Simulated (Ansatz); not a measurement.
Gas-phase electronic energies from Ansatz, PBE0-D4/def2-TZVP geometries. CCSD(T)/CBS is the MP2 limit (def2-TZVPP, def2-QZVPP) plus CCSD(T) − MP2 in def2-TZVPP, frozen cores. Functionals use def2-TZVPP. B3LYP here is the variant with VWN-RPA as its local correlation; programs differ in this. For Ge outer-core shells are correlated without core-valence functions, which leaves a few kJ/mol of doubt a bond. Scalar relativity is left out up to krypton. Each species was taken in one conformer, which may not be the lowest.

Consider the cleavage of the Si–Si bond: `F[SiH2][SiH](Cl)Cl` + `[BH2][GeH2][OH]` → `[BH2][GeH2][O][SiH2]F` + `Cl[SiH2]Cl`.

```
             level  ΔE (kcal/mol)  difference from CCSD(T)/CBS
          B3LYP-D4          -32.4                          1.4
           ωB97M-V          -34.1                         -0.3
            B2PLYP          -34.6                         -0.8
     HF/def2-TZVPP          -40.3                         -6.5
   CCSD/def2-TZVPP          -35.3                         -1.5
CCSD(T)/def2-TZVPP          -34.5                         -0.7
     HF/def2-QZVPP          -40.9                         -7.1
    MP2/def2-QZVPP          -35.7                         -1.9
SCS-MP2/def2-QZVPP          -36.4                         -2.6
     MP2/CBS(def2)          -35.2                         -1.4
       CCSD(T)/CBS          -33.8                            0
```

Largest T1 diagnostic among the species: 0.012.

In def2-TZVPP, CCSD(T) changes the Hartree–Fock value by +5.9 kcal/mol (the triples alone add +0.9 kcal/mol) and MP2 by +4.5 kcal/mol. From PBE to PBE0 (25 % exact exchange), in def2-TZVPP and without D4, ΔE moves by −2.7 kcal/mol.
